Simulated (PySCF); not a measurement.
C3H6F2Si, SMILES F[SiH2]/C=C(\F)C.

The structure is a stationary point at PBE-D3(BJ)/def2-SVP. The structure was generated by enumeration; whether it is a known compound was not checked. The values are those of a single conformer.

The numbers are results of PySCF with PBE-D3(BJ)/def2-SVP, not measurements.

Frequencies are harmonic and unscaled.

Computed harmonic wavenumbers and intensities:
```json
[
 {"mode": "1", "ν (cm⁻¹)": "35", "IR (km/mol)": "1.6", "moving atoms (share of kinetic energy)": "F 47 %, Si 22 %, H 19 %, C 13 %"},
 {"mode": "2", "ν (cm⁻¹)": "105", "IR (km/mol)": "2.7", "moving atoms (share of kinetic energy)": "F 51 %, C 24 %, Si 14 %, H 11 %"},
 {"mode": "3", "ν (cm⁻¹)": "141", "IR (km/mol)": "2.5", "moving atoms (share of kinetic energy)": "C 46 %, H 40 %"},
 {"mode": "4", "ν (cm⁻¹)": "189", "IR (km/mol)": "0.1", "moving atoms (share of kinetic energy)": "H 87 %, C 12 %"},
 {"mode": "5", "ν (cm⁻¹)": "233", "IR (km/mol)": "2.6", "moving atoms (share of kinetic energy)": "F 66 %, Si 20 %, C 10 %"},
 {"mode": "6", "ν (cm⁻¹)": "355", "IR (km/mol)": "6.0", "moving atoms (share of kinetic energy)": "C 32 %, H 28 %, F 21 %, Si 19 %"},
 {"mode": "7", "ν (cm⁻¹)": "503", "IR (km/mol)": "0.9", "moving atoms (share of kinetic energy)": "C 50 %, F 24 %, H 16 %, Si 9 %"},
 {"mode": "8", "ν (cm⁻¹)": "510", "IR (km/mol)": "4.5", "moving atoms (share of kinetic energy)": "C 55 %, H 38 %"},
 {"mode": "9", "ν (cm⁻¹)": "637", "IR (km/mol)": "57.7", "moving atoms (share of kinetic energy)": "H 62 %, C 17 %, Si 17 %"},
 {"mode": "10", "ν (cm⁻¹)": "701", "IR (km/mol)": "0.8", "moving atoms (share of kinetic energy)": "H 90 %"},
 {"mode": "11", "ν (cm⁻¹)": "758", "IR (km/mol)": "42.7", "moving atoms (share of kinetic energy)": "H 83 %, C 14 %"},
 {"mode": "12", "ν (cm⁻¹)": "766", "IR (km/mol)": "68.3", "moving atoms (share of kinetic energy)": "C 53 %, Si 19 %, H 18 %, F 10 %"},
 {"mode": "13", "ν (cm⁻¹)": "836", "IR (km/mol)": "12.3", "moving atoms (share of kinetic energy)": "F 48 %, H 31 %, Si 18 %"},
 {"mode": "14", "ν (cm⁻¹)": "870", "IR (km/mol)": "116.4", "moving atoms (share of kinetic energy)": "H 34 %, C 33 %, F 28 %"},
 {"mode": "15", "ν (cm⁻¹)": "905", "IR (km/mol)": "222.9", "moving atoms (share of kinetic energy)": "H 58 %, F 18 %, Si 15 %, C 10 %"},
 {"mode": "16", "ν (cm⁻¹)": "934", "IR (km/mol)": "73.4", "moving atoms (share of kinetic energy)": "H 84 %, Si 11 %"},
 {"mode": "17", "ν (cm⁻¹)": "972", "IR (km/mol)": "4.5", "moving atoms (share of kinetic energy)": "H 70 %, C 28 %"},
 {"mode": "18", "ν (cm⁻¹)": "1011", "IR (km/mol)": "5.0", "moving atoms (share of kinetic energy)": "H 60 %, C 40 %"},
 {"mode": "19", "ν (cm⁻¹)": "1093", "IR (km/mol)": "63.4", "moving atoms (share of kinetic energy)": "H 50 %, C 43 %"},
 {"mode": "20", "ν (cm⁻¹)": "1249", "IR (km/mol)": "64.4", "moving atoms (share of kinetic energy)": "C 57 %, H 35 %"},
 {"mode": "21", "ν (cm⁻¹)": "1346", "IR (km/mol)": "26.2", "moving atoms (share of kinetic energy)": "H 65 %, C 34 %"},
 {"mode": "22", "ν (cm⁻¹)": "1388", "IR (km/mol)": "9.2", "moving atoms (share of kinetic energy)": "H 96 %"},
 {"mode": "23", "ν (cm⁻¹)": "1397", "IR (km/mol)": "12.6", "moving atoms (share of kinetic energy)": "H 95 %"},
 {"mode": "24", "ν (cm⁻¹)": "1685", "IR (km/mol)": "193.3", "moving atoms (share of kinetic energy)": "C 97 %"},
 {"mode": "25", "ν (cm⁻¹)": "2175", "IR (km/mol)": "87.2", "moving atoms (share of kinetic energy)": "H 98 %"},
 {"mode": "26", "ν (cm⁻¹)": "2177", "IR (km/mol)": "142.0", "moving atoms (share of kinetic energy)": "H 96 %"},
 {"mode": "27", "ν (cm⁻¹)": "2974", "IR (km/mol)": "7.9", "moving atoms (share of kinetic energy)": "H 97 %"},
 {"mode": "28", "ν (cm⁻¹)": "3048", "IR (km/mol)": "3.1", "moving atoms (share of kinetic energy)": "H 91 %, C 9 %"},
 {"mode": "29", "ν (cm⁻¹)": "3106", "IR (km/mol)": "3.2", "moving atoms (share of kinetic energy)": "H 91 %, C 9 %"},
 {"mode": "30", "ν (cm⁻¹)": "3128", "IR (km/mol)": "0.9", "moving atoms (share of kinetic energy)": "H 92 %, C 8 %"}
]
```
